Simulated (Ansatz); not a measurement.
Coupled-cluster diagnostics for (H2In-mu-AsH2)2 (In₂As₂H₈), Ansatz.

Geometry of the singlet (PBE0-D4/def2-SVP):

```xyz
12

In    1.494    1.424   -0.336
H     2.852    1.321    0.718
H     1.178    2.521   -1.626
As   -0.789    1.095    1.126
In   -1.497   -1.422    0.332
H    -2.852   -1.314   -0.726
H    -1.187   -2.522    1.620
As    0.791   -1.096   -1.125
H    -1.844    2.153    0.909
H    -0.618    1.265    2.616
H     1.845   -2.151   -0.894
H     0.628   -1.275   -2.615
```

In the def2 sets In takes a core potential; there is no spin–orbit coupling. Correlated methods freeze 26 core orbitals; core or outer-core shells of In, As are correlated, in sets that lack core-valence functions.

Problem. Estimate the CCSD(T) correlation energy, the shares of MP2 and (T), T1 and the reference's ⟨S²⟩ for: charge 0, singlet, own geometry in def2-SVP; and the rough time on 2 threads of AMD EPYC 7R13 on a shared host and a share (18 GiB) of an NVIDIA H100 80GB HBM3.

Solution. 
```json
{"state": "charge 0, singlet, own geometry", "basis": "def2-SVP", "correlation (eV)": "-20.641", "MP2 share (%)": "90.3", "(T) share (%)": "3.0", "T1": "0.009", "⟨S²⟩ (pure)": "0.00 (0.00)", "wall time": "5.5 s"}
```
Customary marks for T1 are 0.02 (closed shells), 0.045 (open shells) and about 0.05 (3d metals). T1 stays under 0.02 throughout.
